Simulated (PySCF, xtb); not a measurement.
C2H7NTe. Atoms are numbered in the order given.

```xyz
11

Te    -0.1784     0.0309     0.6230
C      1.5142    -0.2909    -0.7583
C      1.3545     0.4587    -2.0716
H      1.6098    -1.3845    -0.9089
H      2.3996     0.0493    -0.1816
H      1.3297     1.5563    -1.9166
H      0.4104     0.1718    -2.5809
H      2.1867     0.2270    -2.7706
N     -1.7753    -0.3287    -0.6537
H     -1.6979    -1.2756    -1.0494
H     -1.7479     0.3403    -1.4353
```
Charge 0, spin multiplicity 1.

Geometry: PBE-D3(BJ)/def2-SVP. This is a generated structure with no PubChem entry under its InChIKey; it may be hypothetical. The def2 effective core potentials stand for the cores of Te; spin–orbit coupling is left out. The values are those of a single conformer.

These are C-PCM-B3LYP/def2-SVP run with PySCF values and carry that method's errors.

The values are the electrostatic part of the solvation free energy, E(continuum) − E(gas) at the gas-phase geometry, in a cavity of scaled van der Waals radii (PySCF's table); cavitation and dispersion terms are not included. In vacuum the orbital gap is 4.76 eV. The dipole moment in vacuum is 2.19 D.

```tsv
solvent	ε	ΔG(elec) (kcal/mol)	dipole (D)	gap (eV)
water	78.36	-5.0	3.00	4.92
dimethylsulfoxide	46.83	-5.0	2.99	4.92
acetonitrile	35.69	-4.9	2.98	4.92
```

For comparison, GFN2-xTB/ALPB(water) (xtb, at the GFN2-xTB geometry, all terms of that model) gives -3.5 kcal/mol.
